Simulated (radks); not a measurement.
Question: Isoelectronic series with 3 electrons, each ion in its NIST ground configuration. Method: scalar-relativistic Kohn-Sham, r2SCAN, spin-polarised, spherical densities, finite nucleus; open shells are filled with parallel spins first; meta-GGA in the generalised Kohn-Sham scheme; Fermi nuclear charge, rms radius of each element as measured or else 0.836 A^(1/3) + 0.57 fm; computed with a radial shooting solver on a logarithmic mesh with Libxc functionals. Total energies (hartree) and orbital eigenvalues (hartree):

ion,configuration,E (hartree),2s up,1s down,1s up
Li,[He] 2s1,-7.48070,-0.12000,-1.95221,-1.95827
Be+,[He] 2s1,-14.32894,-0.53730,-4.39861,-4.41332
B2+,[He] 2s1,-23.43218,-1.20974,-7.85337,-7.87725
C3+,[He] 2s1,-34.79023,-2.13410,-12.31191,-12.34515
N4+,[He] 2s1,-48.40454,-3.30972,-17.77369,-17.81641
O5+,[He] 2s1,-64.27727,-4.73651,-24.23916,-24.29143
F6+,[He] 2s1,-82.41103,-6.41466,-31.70918,-31.77105
Mg9+,[He] 2s1,-150.41062,-12.96053,-60.15895,-60.24991
Al10+,[He] 2s1,-177.62261,-15.64776,-71.66057,-71.76130
Si11+,[He] 2s1,-207.11464,-18.58853,-84.17439,-84.28492
P12+,[He] 2s1,-238.89171,-21.78344,-97.70247,-97.82284
S13+,[He] 2s1,-272.95917,-25.23319,-112.2471,-112.3773
Cl14+,[He] 2s1,-309.32282,-28.93849,-127.8106,-127.9508
Ar15+,[He] 2s1,-347.98885,-32.90015,-144.3956,-144.5458
K16+,[He] 2s1,-388.96389,-37.11899,-162.0050,-162.1652
Ca17+,[He] 2s1,-432.25491,-41.59593,-180.6416,-180.8118
Sc18+,[He] 2s1,-477.86937,-46.33192,-200.3087,-200.4890
Ti19+,[He] 2s1,-525.81515,-51.32797,-221.0095,-221.1999
V20+,[He] 2s1,-576.10061,-56.58518,-242.7475,-242.9481
Cr21+,[He] 2s1,-628.73442,-62.10465,-265.5265,-265.7373
Mn22+,[He] 2s1,-683.72579,-67.88761,-289.3503,-289.5715
Fe23+,[He] 2s1,-741.08447,-73.93530,-314.2231,-314.4546

Estimate the row of Ne7+ ([He] 2s1).

Answer: E (hartree) -102.80883; 2s up -8.34445; 1s down -40.18488; 1s up -40.25641.
